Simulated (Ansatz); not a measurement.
## One elementary step

Start structure (GaH$_{2}$F, closed shell), relaxed at PBE0-D4/def2-TZVP:

| atom | x (Å) | y (Å) | z (Å) |
| --- | --- | --- | --- |
| Ga1 | -0.1044 | 0.0694 | -0.0072 |
| F2 | 1.3582 | -0.9024 | 0.0935 |
| H3 | -0.7576 | 0.0777 | -1.4190 |
| H4 | -0.4962 | 0.7553 | 1.3327 |

The step: GaH₂F ([F][GaH2]) → GaH + HF; bonds formed: F2–H3; bonds broken: Ga1–F2, Ga1–H3. Computed with Ansatz 0.2.0 (basis: def2-TZVPP and def2-QZVPP); correlated methods freeze the cores. Filled d shells of the heavier atoms are correlated. The def2 sets are not built for correlating such inner shells, so the correlated values are less sure here. Extrapolation: Hartree–Fock as exp(−7.88 √X), correlation as X^−2.97. Energies below are by CCSD(T) at an estimated basis limit (MP2 extrapolated from triple and quadruple zeta, plus CCSD(T) − MP2 in triple zeta).

**Question.** What are the electronic barrier and the energy of the step, from the start structure to the end structure? (To be estimated.)

**Answer.** Computed: Barrier 59.53 kcal/mol; step energy 34.16 kcal/mol (uphill); reverse barrier, their difference, 25.38 kcal/mol. Barrier and step energy count from the start structure, the reverse barrier from the end structure.

The saddle point: One imaginary mode of 1320i cm⁻¹.
```
  pair  start (Å)  saddle (Å)  end (Å)
 F2–H3       2.78        1.30     0.94
Ga1–F2       1.76        2.04     3.33
Ga1–H3       1.56        1.64     2.39
```

Zero-point energy (harmonic, PBE0-D4): ZPE is 9.45 kcal/mol at the start and 7.52 kcal/mol at the saddle, so the barrier goes from 59.53 to 57.60 kcal/mol.

First-order rate constant out of the start structure at 298 K by transition-state theory, with harmonic vibrational free energies alone and no tunnelling: ΔA‡ = 57.56 kcal/mol, so k = (kB T/h) exp(−ΔA‡/kB T) ≈ 10^-29 s⁻¹ (an order of magnitude at best: rotation, the number of equivalent paths and anharmonicity are left out).

No T1 diagnostic of these runs exceeds 0.019. The restricted Hartree–Fock reference is unstable towards an unrestricted one at one or more of these structures.

Labels in which every atom is bracketed show which atoms are joined, not bond orders.

For scale, one of the runs: CCSD(T)/def2-TZVPP, 107 basis functions, launched by `ansatz run in.yaml --threads 2 --pin off --events-out ev --progress --plain --max-ram 4352MiB`. The run took about 4.2 s on 2 CPU threads of an Arm Neoverse V2 (shared host).
